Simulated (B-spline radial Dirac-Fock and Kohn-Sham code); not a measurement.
**L-shell conversion coefficients of Sr against transition energy**

The computed values come from a B-spline atomic structure program: a Dirac-Hartree-Slater potential of the neutral atom with a Latter tail (no hole, which puts coefficients of high multipoles low close above an edge), finite nucleus with surface currents. Subshells within 1 keV of threshold and pair formation are left out.

| energy (keV) | E2 | E4 | E5 | M1 | M3 | M4 |
| --- | --- | --- | --- | --- | --- | --- |
| 19.4 | 234 | 2.94e+06 | 1.93e+08 | 1.94 | 21400 | 1.77e+06 |
| 20 | 202 | 2.38e+06 | 1.53e+08 | 1.78 | 17800 | 1.43e+06 |
| 21.6 | 139 | 1.40e+06 | 8.50e+07 | 1.41 | 11300 | 832000 |
| 23.8 | 86.6 | 720000 | 4.04e+07 | 1.06 | 6400 | 424000 |
| 40.9 | 6.78 | 17200 | 615000 | 0.214 | 297 | 10800 |
| 50 | 2.74 | 4340 | 130000 | 0.119 | 99.5 | 2890 |
| 51.9 | 2.32 | 3360 | 97100 | 0.107 | 81.5 | 2270 |
| 55 | 1.79 | 2260 | 61900 | 0.0904 | 59.8 | 1560 |
| 57 | 1.53 | 1770 | 47000 | 0.0815 | 49.5 | 1240 |
| 58.1 | 1.41 | 1550 | 40500 | 0.0772 | 44.7 | 1100 |
| 60.3 | 1.20 | 1210 | 30400 | 0.0693 | 36.8 | 868 |
| 64.9 | 0.872 | 732 | 17200 | 0.0561 | 25.0 | 545 |
| 72.3 | 0.548 | 352 | 7510 | 0.0412 | 14.3 | 277 |
| 74.6 | 0.480 | 285 | 5900 | 0.0377 | 12.2 | 228 |
| 83 | 0.306 | 139 | 2610 | 0.0279 | 7.09 | 118 |
| 100 | 0.141 | 40.4 | 632 | 0.0165 | 2.80 | 38.3 |
| 113 | 0.0857 | 18.2 | 252 | 0.0118 | 1.54 | 18.6 |
| 148 | 0.0291 | 3.22 | 34.1 | 0.00562 | 0.430 | 3.93 |
| 200 | 0.00909 | 0.507 | 3.96 | 0.00252 | 0.110 | 0.750 |
| 371 | 0.000976 | 0.0163 | 0.0699 | 0.000524 | 0.00845 | 0.0336 |
| 500 | 0.000371 | 0.00386 | 0.0128 | 0.000256 | 0.00276 | 0.00876 |
| 584 | 0.000232 | 0.00194 | 0.00573 | 0.000178 | 0.00159 | 0.00454 |
| 614 | 0.000201 | 0.00157 | 0.00447 | 0.000158 | 0.00134 | 0.00370 |
| 789 | 0.000101 | 0.000586 | 0.00141 | 9.00e-05 | 0.000583 | 0.00138 |
| 1000 | 5.63e-05 | 0.000256 | 0.000538 | 5.38e-05 | 0.000279 | 0.000587 |
| 1210 | 3.65e-05 | 0.000141 | 0.000269 | 3.61e-05 | 0.000160 | 0.000308 |
| 1410 | 2.63e-05 | 9.03e-05 | 0.000162 | 2.64e-05 | 0.000105 | 0.000189 |
| 2000 | 1.33e-05 | 3.63e-05 | 5.76e-05 | 1.34e-05 | 4.22e-05 | 6.80e-05 |
| 2010 | 1.32e-05 | 3.58e-05 | 5.68e-05 | 1.32e-05 | 4.17e-05 | 6.70e-05 |

Q: How fast do they fall between 1410 and 2010 keV?

A: As powers of the energy: E2 E^-1.96, E4 E^-2.60, E5 E^-2.96, M1 E^-1.95, M3 E^-2.60, M4 E^-2.93. Within one type (E or M) the higher multipoles fall faster.
